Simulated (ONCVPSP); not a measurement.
## As (Z = 33), ONCV: configuration errors across variants

ONCVPSP 4.0.1 input, shortened (lines: element, Z, core and valence counts, functional; n l f; lmax; l rc ep ncon nbas qcut; lloc lpopt rc5 dvloc0; l nproj debl; icmod fcfact rcfact), LDA (Perdew-Zunger), scalar-relativistic:

```
  As 33.00    5    3        3      upf
    1    0    2.00
    2    0    2.00
    2    1    6.00
    3    0    2.00
    3    1    6.00
    3    2   10.00
    4    0    1.50
    4    1    3.50
    2
    0    1.40    0.00    4    7    4.80
    1    1.55    0.00    4    7    5.70
    2    0.80    0.00    4    8   15.50
    4    5    0.60    0.00
    0    2    1.30
    1    2    2.30
    2    2    1.70
    0    0.00    0.00
```

All-electron excitation energies from the reference (eV): (1) 3d10 4s2 4p3 -4.710; (2) 3d10 4s2 4p2 4.616; (3) 3d10 4s2 4p2.5 -1.073.

A true bound ghost makes a file unfit for plane-wave use even where its test errors are small: the radial tests pick states by their node count and pass the ghost by.

Errors AE − PS in meV (a dash: test not solved or not reliable):

```
     change   (1)   (2)   (3)  bound ghosts  GHOST(+) flags above zero
       base  +0.4  -0.3  -0.2             s                       s, p
p: qcut 3.3  +0.4  -0.4  -0.1             s                       s, p
p: qcut 4.3  +0.4  -0.4  -0.2             s                       s, p
  p: qcut 5  +0.4  -0.3  -0.2             s                       s, p
p: qcut 5.5  +0.4  -0.3  -0.2             s                       s, p
p: qcut 6.8  +0.3  -1.1  -0.2          s, p                          s
p: qcut 7.9  +0.4  -1.0  -0.2          s, p                          s
p: qcut 8.4  +0.4  -0.9  -0.1          s, p                          s
```

(1) Give the same row for: p: qcut 6.4.

Results:

(1) +0.4, -0.5, -0.2; bound ghosts: s; GHOST(+) flags above zero: s, p.
